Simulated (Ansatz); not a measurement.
Saddle point of SiNH₅O₂, closed shell (SiNH₅O₂ ([NH2][SiH]([OH])[OH]) → SiH₂O₂ ([OH][Si][OH]) + NH₃ (still joined by a long Si–N bond); bonds formed: N2–H3; bonds broken: Si1–H3; bonds weakened to dative contacts: Si1–N2), PBE0-D4/def2-TZVP structure:

```tsv
atom	x (Å)	y (Å)	z (Å)
Si1	-0.7462	-0.0673	0.0449
N2	0.9148	-0.9007	-0.1303
H3	-0.2371	-1.6021	0.1960
O4	-0.3209	0.9992	1.2492
O5	-1.0050	0.7665	-1.3545
H6	1.6556	-0.7727	0.5517
H7	1.2612	-1.1831	-1.0392
H8	-0.9923	1.1594	1.9144
H9	-0.5301	1.6008	-1.4321
```

Energies are electronic, without zero-point energy. Barriers and step energies count from the start structure reached by relaxing down the imaginary mode; all methods use the PBE0-D4 structures, on which another method's saddle can fall below an end. Ansatz 0.2.0; basis: def2-TZVPP, with def2-QZVPP for the basis limit; cores frozen in the correlated methods. B3LYP uses VWN-RPA correlation. Extrapolation: Hartree–Fock as exp(−7.88 √X), correlation as X^−2.97.

| method | barrier (eV) | step energy (eV) |
| --- | --- | --- |
| SPW92 | ? | 1.487 |
| PBE-D4 | 2.878 | 1.444 |
| BLYP-D4 | ? | 1.451 |
| r2SCAN-D4 | 3.194 | 1.743 |
| B97M-V | 3.245 | 1.673 |
| PBE0-D4 | 3.225 | 1.626 |
| B3LYP-D4 | 3.267 | 1.610 |
| r2SCAN0-D4 | 3.420 | 1.812 |
| BHLYP-D4 | 3.660 | 1.797 |
| CAM-B3LYP-D4 | 3.425 | 1.708 |
| wB97X-V | 3.467 | 1.727 |
| wB97M-V | 3.368 | 1.589 |
| B2PLYP | ? | 1.696 |
| PBE-QIDH | 3.491 | 1.792 |
| RPA on PBE | 3.330 | 1.608 |
| HF | 4.231 | 1.997 |
| MP2 | 3.472 | 1.796 |
| CCSD | 3.578 | 1.734 |
| CCSD(T) | 3.429 | 1.686 |

**Question.** Fill in the withheld barriers. (An estimate is asked for; the value comes from the calculation.)

**Answer.** The calculation gives: SPW92 2.769; BLYP-D4 2.989; B2PLYP 3.375 eV. Each is the energy of the saddle less that of the start structure, by the same method.

For comparison, the barrier by CCSD(T) at an estimated basis limit (MP2 extrapolated from triple and quadruple zeta, plus CCSD(T) − MP2 in triple zeta) is 3.413 eV.

The T1 diagnostic stays at or below 0.015. The restricted Hartree–Fock reference is unstable towards an unrestricted one at one or more of these structures.

Losses and insertions of silylenes and their heavier kin drive the gas-phase chemistry of silicon and germanium vapour deposition.

Labels in which every atom is bracketed show which atoms are joined, not bond orders.

For scale, one of the runs: CCSD(T)/def2-TZVPP, 205 basis functions, launched by `ansatz run in.yaml --threads 4 --pin off --events-out ev --progress --plain --max-ram 9574MiB`. The run took 48 s on 4 CPU threads of an Intel Xeon (shared host), with 2.8 GiB of host memory at its peak.
